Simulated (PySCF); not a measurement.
A calculated (PBE0, PySCF 2.14, ANO-RCC-VTZP, scalar relativity by spin-free X2C-1e) atom or ion has these occupied shells.

```csv
shell,electrons,orbital energy (eV),"rms radius, mean of both spins (bohr)"
1s α,1,-53652.1,0.0240
1s β,1,-53652.1,0.0240
2s α,1,-8978.1,0.0971
2s β,1,-8978.0,0.0971
2p α,3,-7983.2,0.0874
2p β,3,-7983.1,0.0874
3s α,1,-2024.7,0.250
3s β,1,-2022.3,0.250
3p α,3,-1716.3,0.251
3p β,3,-1713.7,0.251
3d α,5,-1311.2,0.230
3d β,5,-1308.9,0.230
4s α,1,-420.31,0.563
4s β,1,-414.53,0.563
4p α,3,-317.64,0.598
4p β,3,-311.69,0.598
4d α,5,-175.34,0.656
4d β,5,-168.68,0.656
5s α,1,-63.526,1.37
5s β,1,-60.647,1.37
5p α,3,-37.988,1.61
5p β,3,-35.558,1.61
4f α,7,-20.530,0.922
4f β,2,-16.434,0.922
6s α,1,-10.568,3.78
5d α,1,-10.412,2.77
```

**Question.** Name the element and its charge.

**Answer.** Dy⁺ (dysprosium, charge +1), in [Xe] 4f9 5d1 6s1, one real determinant (an excited configuration).
